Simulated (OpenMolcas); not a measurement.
**neutral oxygen: effect of the active space**

```yaml
Program: OpenMolcas 26.06
Method: CASSCF or its RAS form
Basis: ANO-RCC-VQZP
Scalar_Hamiltonian: DKH2, point nucleus
Spin-orbit_coupling: RASSI with atomic mean-field integrals over the reference wave functions, term energies averaged over their components
```

A. 4 electrons in 3 orbitals (2p); 2S+1 = 3 even, 3 roots; 2S+1 = 1 even, 6 roots; cost of the order of 2.8 core-seconds
B. 6 electrons in 4 orbitals (2s 2p); 2S+1 = 3 even, 3 roots; 2S+1 = 1 even, 6 roots; cost about 8 core-seconds
C. 6 electrons in 8 orbitals (2s 2p 3s 3p); 2S+1 = 3 even, 3 roots; 2S+1 = 1 even, 6 roots; cost of the order of 25 core-seconds
D. 4 electrons in 9 orbitals (RAS2 2p; RAS3 3s 3d, at most 1 electron); 2S+1 = 3 even, 3 roots; 2S+1 = 1 even, 6 roots; 2S+1 = 5 odd, 1 root; 2S+1 = 3 odd, 1 root; 2S+1 = 1 odd, 5 roots (0 in the spin-orbit step); cost about 22 core-seconds
E. 6 electrons in 9 orbitals (RAS2 2s 2p; RAS3 3d, at most 2 electrons); 2S+1 = 3 even, 3 roots; 2S+1 = 1 even, 6 roots; cost roughly 27 core-seconds

Energies in cm-1 above 2s2 2p4 3P2, the measured ground level; measured values from NIST Handbook of Basic Atomic Spectroscopic Data.

```csv
Level,A,B,C,D,E,Measured
2s2 2p4 3P2,0.0,0.0,0.0,0.0,0.0,0.0
2s2 2p4 3P1,150,150,142,150,149,158
2s2 2p4 3P0,224,224,212,224,222,227
2s2 2p4 1D2,17671,17666,17538,17671,17204,15868
2s2 2p4 1S0,43795,31941,30339,43795,36300,33793
```

Deviations, from unrounded energies. A percentage is the sum of absolute deviations over the sum of measured energies, with the sign that they share, or ± where signs differ.

```tsv
Against measurement	Levels	A	B	C	D	E
mean absolute deviation (cm-1)	4	3000	920	1300	3000	960
fine structure of the ground term (%)	2	-2.8	-2.8	-8.2	-2.8	-3.6
other terms of the ground configuration (%)	2	+23.8	±7.4	±10.3	+23.8	+7.7
```

B, E lie about equally close to measurement and D furthest from it. The largest miss of B in the table is 2s2 2p4 1S0, by -1900 cm-1. The ranking rests on the paired levels alone, and a cruder setting can come out closer through cancelling errors.

Among A to E the level of the table that moves most is 2s2 2p4 1S0, by 13000 cm-1 (lowest in C, highest in D).

Without dynamic correlation excited terms often stand tens of per cent too high (terms of higher spin than the ground term too low), and those without a measured partner can miss by more than the paired ones. With the s shell closed, the reference lacks s² → p² mixing (holds for A; D). Active for correlation alone: 3p 3s; no level in the range computed is led by a configuration that fills them, so any true level of that kind is missing (holds for C). Active for correlation alone: 3d; no level in the range computed is led by a configuration that fills it, so any true level of that kind is missing (holds for E). Computed and measured levels are paired by configuration, term and J; levels that our copy of the source lacks, or whose pairing is in doubt (as where it misses far off the trend of its configuration), stay unpaired and out of the deviations. Only configurations of the active space appear. The table leaves out levels that lie high or whose names do not pair safely across all columns.
